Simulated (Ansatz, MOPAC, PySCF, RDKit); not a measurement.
Torsion C4–O3–C2–C1 in C3H8O (SMILES CCOC); at each angle all else is relaxed with GFN2-xTB, and the levels are single points there.
Geometry at 180° (charge 0, multiplicity 1):
```xyz
12

C      1.46943    -1.46890    -1.29777
C      0.54976    -0.83780    -0.26548
O     -0.63107    -0.41336    -0.90961
C     -1.54964     0.18581    -0.03772
H      2.38670    -1.80560    -0.82276
H      0.97398    -2.31612    -1.76343
H      1.70989    -0.74333    -2.06969
H      0.30345    -1.56609     0.52466
H      1.04455     0.02305     0.21350
H     -1.12567     1.08078     0.43670
H     -1.86494    -0.51000     0.75111
H     -2.41243     0.46820    -0.63750
```

On the grid 0° to 180°, 0° is the highest and 180° the lowest point at wB97M-V/def2-TZVPP.

The state that PM7 reach isn't checked; PM7 holds dispersion and hydrogen-bond terms.

Run with Ansatz (a quantum-chemistry and plane-wave program) with Gaussian orbitals; MOPAC for PM7 (differences of heats of formation); PySCF for the dispersion terms; RDKit for the force fields. Each number belongs to the level named beside it.

**Question.** One of these levels gives 6.02 kcal/mol for the energy at 0° less that at 180°. Name it.
(A) PM7
(B) MMFF94
(C) B3LYP-D3(BJ)/def2-TZVPP

**Answer.** C, B3LYP-D3(BJ)/def2-TZVPP. The others give 6.75 (MMFF94), 1.81 (PM7)
